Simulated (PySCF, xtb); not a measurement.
BH2O3, SMILES [O-]B(O)O, charge -1. One conformer was computed; it need not be the lowest.

Harmonic wavenumbers (cm⁻¹) from GFN2-xTB in xtb at its own minimum, in rising order: 362, 390, 402, 435, 606, 711, 818, 1033, 1055, 1556, 3657, 3662.

### Question
What does B3LYP-D3(BJ)/def2-SVPD run with PySCF give at its own minimum? (The exact figures need the calculation; the answer reports its results.)

### Answer
421, 463, 508, 526, 717, 797, 961, 1065, 1208, 1545, 3876, 3879. Paired by order, the mean absolute difference is 109 cm⁻¹ and the zero-point energies are 21.0 and 22.8 kcal/mol.
